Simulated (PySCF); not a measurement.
NMR problem set

- structure optimised with GFN2-xTB
- PBE0/pcSseg-1 with gauge-including orbitals
- code: PySCF 2.14.0 with density-fitted response routines
- one computed conformer, fast rotation and ring inversion assumed for equivalent nuclei, non-relativistic Hamiltonian, isolated molecule

Scale: TMS for ¹H (31.72 ppm), ¹³C (186.93 ppm) (reference shieldings calculated alike). Splittings of carbon signals by F and P are missing where no couplings were computed. Where no couplings were computed, multiplicities follow the n + 1 count of equivalent neighbours, and m marks all less simple cases (inequivalent or close neighbours, rings, F or P nearby). Shifts are as computed. Against solution values, carbons near 30 ppm lie about +3 ppm off and those near 130 ppm about +5 ppm. Of 1211 compounds with measured shifts, 218 miss one by over three times the rms of a fit or turn the order of signals round; such compounds aren't used in these exercises.

Problem. C7H8O2. ¹H NMR (500 MHz, computed): δ 9.39 (s, 1H), 3.66 (s, 3H), 3.35 (m, 1H), 1.45 (m, 1H), 1.31 (m, 1H), 1.27 (m, 1H). ¹³C{¹H} NMR (computed): δ 179.5 (CH), 109.5 (C), 86.3 (C), 66.1 (CH), 60.5 (CH3), 21.5 (CH2), 10.6 (CH). Give a structure.

Solution. SMILES CO[C@@H]1C[C@@H]1C#CC=O. The formula gives 4 degrees of unsaturation (1 ring in the answer). 7 carbon signals for 7 carbons: no two carbons are equivalent. Carbon types of the structure: 2 × C, 3 × CH, 1 × CH2, 1 × CH3, which accounts for all hydrogens. δC 179.5: aldehyde carbonyl carbon; low-lying n→π* states of the double bond to the heteroatom give a large paramagnetic term (-243 ppm). δC 66.1, 21.5, 10.6: three-membered-ring carbon. δC 60.5: methyl carbon bonded to O; the inductive effect lowers its shielding. δH 9.39: hydrogen on an aldehyde carbonyl carbon; the formyl region, downfield of aromatic protons.

This is the structure that produced the data.

Problem. C3H3F6P. ¹H NMR (400 MHz, computed): δ 1.84 (m, 3H). ¹³C{¹H} NMR (computed): δ 138.7, 6.6. What is it?

Solution. SMILES FC(P(C)C(F)(F)F)(F)F. 2 carbon signals for 3 carbons: some carbons are equivalent by symmetry or fast rotation. Carbon types of the structure: 2 × C, 1 × CH3, which accounts for all hydrogens. δC 138.7: CF3 carbon; 3 electronegative neighbours deshield it. δC 6.6: methyl carbon bonded to P. δH 1.84: hydrogen on a methyl carbon bonded to P.

This is the structure that produced the data.

Problem. C4H3F3O2. ¹H NMR (400 MHz, computed): δ 4.45 (m, 1H), 4.41 (m, 1H), 4.16 (m, 1H). ¹³C{¹H} NMR (computed): δ 164.3, 132.4, 61.6, 60.6. Give a structure.

Solution. SMILES O=C1OC[C@H]1C(F)(F)F. Rings plus π bonds: 2 (1 ring in the answer). 4 carbon signals for 4 carbons: no two carbons are equivalent. Carbon types of the structure: 2 × C, 1 × CH, 1 × CH2, which accounts for all hydrogens. δC 164.3: ester carbonyl carbon; lone-pair donation from the attached heteroatom keeps it upfield of a ketone carbonyl. δC 132.4: CF3 carbon; 3 electronegative neighbours deshield it. δC 61.6: sp3 CH α to a carbonyl. δC 60.6: sp3 CH2 bonded to O; deshielded by the electronegative neighbour.

This is the structure that produced the data.

Problem. C7H4F2. ¹H NMR (400 MHz, computed): δ 5.58 (m, 2H), 5.49 (m, 1H), 3.40 (d, 1H). ¹³C{¹H} NMR (computed): δ 161.6 (C), 104.6 (CH), 102.0 (CH), 100.6 (C), 90.3 (C), 79.5 (C), 73.7 (CH2). Identify the compound.

Solution. `C#C/C=C(\F)C#CCF`. Rings plus π bonds: 5 (no ring in the answer). 7 carbon signals for 7 carbons: no two carbons are equivalent. Carbon types of the structure: 4 × C, 2 × CH, 1 × CH2, which accounts for all hydrogens. δC 161.6: fully substituted alkene carbon; the olefinic region. δC 104.6: alkene CH; the olefinic region. δC 102.0: terminal alkyne carbon; the triple bond shields along its axis, which puts it between sp3 and sp2 carbons. δC 100.6, 90.3, 79.5: alkyne carbon; the triple bond shields along its axis, which puts it between sp3 and sp2 carbons.

The shifts were computed for this structure.
